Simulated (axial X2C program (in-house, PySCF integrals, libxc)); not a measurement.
# HfH⁻: properties at the nuclei

Computed with an axial X2C code built on PySCF integrals: two-component X2C with atomic mean-field Coulomb and Gaunt terms, Gaussian nuclei, basis Hf dyall-acv3z, H dyall-av3z with contracted cores.

R = 1.902 Å (near the PBE0 minimum at charge -1 of the determinant lowest at the starting distance; the state shown can have its own minimum elsewhere).

Input and command:
```json
{"zs": [72, 1], "q": -1, "bas": ["dyall-acv3z", "dyall-av3z"], "r0": 1.84, "levels": ["PBE0", "HF", "B3LYP", "BP86", "BHandHLYP"], "nst": 3}
```
```bash
python soeom.py task.json out
```

Keys: zs atomic numbers; q charge; bas basis sets; r0 starting distance in Å; levels methods; nst determinants followed.

Determinant lowest in the PBE0 search, Ω = 2 (⟨Sz⟩ = -0.92, ⟨Lz⟩ = 2.92 at PBE0), spin on the atoms Hf -0.90, H -0.02:

| level | Eeff magnitude (GV/cm) | Ws magnitude Hf (kHz) | A∥/gI Hf (MHz) | qzz Hf (a.u.) | A∥/gI H (MHz) | qzz H (a.u.) |
| --- | --- | --- | --- | --- | --- | --- |
| PBE0 | 3.9 | 1.64 | 441 | -4.18 | 2.72 | 0.06 |
| B3LYP | 2.4 | 1.03 | 495 | -3.91 | 2.33 | 0.06 |
| BP86 | 3.22 | 1.42 | 455 | -3.57 | 3.19 | 0.06 |
| BHandHLYP | 4.66 | 2.22 | 469 | -4.64 | 1.16 | 0.06 |

Eeff is the effective electric field on the electron electric dipole moment in this Ω state and Ws the scalar–pseudoscalar constant of the nucleus named (defined with the proton number Z and per Ω); A∥ (defined per Ω) follows by multiplying with gI = μI/(I μN); qzz is the electric field gradient, eQq0 = 234.96 MHz × Q/barn × qzz. The operators were transformed with the bare-nucleus X2C matrices; with these basis sets, hyperfine constants and field gradients can be off by tens of per cent, and where levels differ in sign neither size nor sign is settled.

Q: With gI(177Hf) = 0.2267, Q(177Hf) = 3.365 barn (g factors from the IAEA table of nuclear moments by Stone; Q from Pyykkö, Mol. Phys. 2018), turn the PBE0 values of the first state into constants in MHz.

A: A∥(177Hf) = 441 × 0.2267 = 100 MHz; eQq0(177Hf) = 234.96 × (3.365) × (-4.18) = -3300 MHz.

Each state is one determinant with collinear spin, which with several unpaired electrons need not be a pure state. For an anion, determinants above electron detachment, or with a positive highest level, are held by the basis set. With several open shells hyperfine constants can be off by a factor of several. Open-shell Ω = 0 determinants with evenly filled partner blocks cannot be reached by this program, so the Ω shown need not be the lowest component. Left out as unconverged or as another state under the same occupation: HF in at least one table. States lie within half an eV, so the first need not be the ground state. Further determinants of the search, some of them spin-mixed, are not shown. Where a field gradient or hyperfine factor spreads by more than a factor of two over the levels, a constant derived from it is not to be relied on.
